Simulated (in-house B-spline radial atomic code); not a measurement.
A fraction x of an electron is moved 5s → 5p in the caesium ion Cs²⁺, starting from [Kr] 4d10 5s2 5p5 and keeping the highest spin. All numbers are computed (scalar-relativistic (X2C) BLYP, spin-polarised, spherical fractional occupations; Fermi nucleus of rms radius 4.8041 fm) with a radial B-spline atomic code at the basis-set limit, not measured.

```tsv
x	E(x) - E(0) (eV)	5s down level (eV)	5p down level (eV)
0	0.0000	-42.030	-28.192
0.125	1.7303	-42.115	-28.267
0.25	3.4619	-42.199	-28.341
0.375	5.1948	-42.284	-28.416
0.5	6.9289	-42.368	-28.489
0.625	?	?	?
0.75	10.4010	-42.535	-28.636
0.875	?	?	?
1	13.8781	-	-28.782
```

What belongs in the row x = 0.625?

An energy change of 8.6643 eV; 5s down at -42.451 eV, 5p down at -28.563 eV.

What belongs in the row x = 0.875?

An energy change of 12.1389 eV; 5s down at -42.618 eV, 5p down at -28.709 eV.

Check Janak's theorem between x = 0.125 and 0.25.

The slope of the energy is 13.85 eV; the orbital levels give 13.85 eV (ε of the receiving orbital less ε of the emptying one, averaged over the two points).
